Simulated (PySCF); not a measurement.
Identify the unknown among the candidates.

All candidates are C4H6OSSi.

| technique | computed result |
| --- | --- |
| UV, strongest line | among the 8 lowest singlet transitions: S3 at 5.74 eV (216 nm, f = 0.083) [TDDFT B3LYP/def2-SVPD] |
| Polarisability | 92.4 au [B3LYP/def2-SVPD] |
| Dipole | 1.27 D [B3LYP/def2-SVPD] |
| 13C NMR | chemical shifts (computed TMS as zero) by class: 143.1 (1 C), 135.3 (1 C), 134.5 (1 C), 132.9 (1 C) ppm [GIAO PBE0/pcSseg-1] |
| Rotational structure | rotational constants A, B, C: 4.796, 1.069, 0.883 GHz [GFN2-xTB] |
| NMR, other nuclei | isotropic shieldings of nuclei other than C and H, by class: 332 (1 O), 380 (1 Si), 257 (1 S) ppm [GIAO PBE0/pcSseg-1] |

Electronic properties: PySCF, gas phase, density fitting. Levels stand in brackets. One conformer (not necessarily the lowest) at the GFN2-xTB geometry, without solvent, vibrations or thermal averaging. NMR values are class means; diastereotopic atoms form classes of their own.

Question: Which candidate is it?
A. `O[SiH2]c1ccsc1`
B. `C[Si@H]1C=CC(=S)O1`
C. `[SiH3]Sc1ccco1`
D. `CS[Si@H]1C=CC1=O`
E. `O=C[C@H]1[SiH2]C=CS1`

Answer: A. It is `O[SiH2]c1ccsc1`. Numbering: `[OH:1][SiH2:2][c:3]1[cH:4][cH:5][s:6][cH:7]1`. Its formula, C4H6OSSi, gives 3 degrees of unsaturation: 1 ring and 2 π bonds in the structure found (Kekulé form). 4 carbons fall into 4 classes; from least to most shielded: aromatic CH next to a ring sulfur [C7] (143.1 ppm), substituted aromatic carbon [C3] (135.3 ppm), aromatic CH next to a ring sulfur [C5] (134.5 ppm), aromatic CH carbon [C4] (132.9 ppm). The other shieldings belong to: 332 ppm, silanol oxygen [O1]; 380 ppm, oxygen-bound silicon [Si2]; 257 ppm, thiophene-type sulfur [S6]. By its constants the optimised geometry is an asymmetric top.

The others, at the same levels:
- `CS[Si@H]1C=CC1=O` fails: its computed 13C shifts are 225.1 (1 C), 196.8 (1 C), 175.4 (1 C), 13.2 (1 C) ppm, rotational constant A is 2.831 GHz (against 4.796 GHz) and smallest rotational constant is 1.178 GHz (against 0.883 GHz).
- `[SiH3]Sc1ccco1` fails: its computed 13C shifts are 152.2 (1 C), 146.6 (1 C), 120.1 (1 C), 113.1 (1 C) ppm, rotational constant A is 4.249 GHz (against 4.796 GHz) and smallest rotational constant is 1.013 GHz (against 0.883 GHz).
- `C[Si@H]1C=CC(=S)O1` fails: its computed 13C shifts are 222.3 (1 C), 157.0 (1 C), 149.8 (1 C), -1.2 (1 C) ppm, rotational constant A is 4.209 GHz (against 4.796 GHz) and smallest rotational constant is 0.997 GHz (against 0.883 GHz).
- `O=C[C@H]1[SiH2]C=CS1` fails: its computed 13C shifts are 204.4 (1 C), 162.8 (1 C), 115.1 (1 C), 46.3 (1 C) ppm, rotational constant A is 2.771 GHz (against 4.796 GHz) and smallest rotational constant is 1.092 GHz (against 0.883 GHz).

Each candidate is one conformer, not necessarily the lowest. Dipoles, sizes and rotational constants follow the conformer. The torsions of the flexible species, by atom-mapped SMILES:
- `[OH:1][SiH2:2][c:3]1[cH:4][cH:5][s:6][cH:7]1`: O1–Si2–C3–C4 -177°, H–O1–Si2–C3 180°
- `[CH3:1][S:2][Si@H:3]1[CH:4]=[CH:5][C:6]1=[O:7]`: C1–S2–Si3–C4 -57°
- `[SiH3:1][S:2][c:3]1[cH:4][cH:5][cH:6][o:7]1`: Si1–S2–C3–C4 -179°
- `[O:1]=[CH:2][C@H:3]1[SiH2:4][CH:5]=[CH:6][S:7]1`: O1–C2–C3–Si4 88°
